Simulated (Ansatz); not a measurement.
C2H5FO2Si can be A, `O=C(O)C[SiH2]F`, or B, `O=C[SiH](O)CF`.

Computed with Ansatz on PBE0-D4/def2-TZVP structures; ΔE is electronic, products minus reactants. CBS: MP2 limit from def2 TZ/QZ plus the TZ coupled-cluster correction, frozen cores. Functionals use def2-TZVPP. B3LYP here is the variant with VWN-RPA as its local correlation; programs differ in this. One conformer a species, not always the lowest.

(1) Which is lower in electronic energy at CCSD(T)/CBS, and by how much? (Estimate.)

(2) Give E(B) − E(A) in kcal/mol with r2SCAN-D4, HF/def2-TZVPP, PBE0-D4, CCSD/def2-TZVPP, B3LYP, CCSD(T)/def2-TZVPP, B2PLYP. (Best estimate.)

Largest T1 diagnostic: 0.014.

Results:

(1) Computed: A, by 45.5 kcal/mol.

(2) Ansatz gave: r2SCAN-D4 47.6, HF/def2-TZVPP 47.0, PBE0-D4 46.9, CCSD/def2-TZVPP 45.9, B3LYP 44.2, CCSD(T)/def2-TZVPP 46.0, B2PLYP 45.7. None reverses the order clearly.

From PBE to PBE0 (25 % exact exchange), in def2-TZVPP and without D4, E(B) − E(A) moves by +1.9 kcal/mol.
